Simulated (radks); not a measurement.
Values are calculated unless marked as measured or tabulated.
Q: The bromine ion Br6+ is in [Ar] 3d10 4s1. Code: a radial shooting solver on a logarithmic mesh with Libxc functionals. Model: scalar-relativistic Kohn-Sham, BLYP, spin-polarised, spherical densities, finite nucleus; Fermi nuclear charge, rms radius of each element as measured or else 0.836 A^(1/3) + 0.57 fm. Open shells are filled with parallel spins first. One electron is removed from 3d, 3p, 4s, 3s in turn, with full relaxation. Which removal costs least, and what does each cost?

A: 4s 104.64 eV; 3d 171.92 eV; 3p 279.15 eV; 3s 343.90 eV. The 4s electron leaves first.
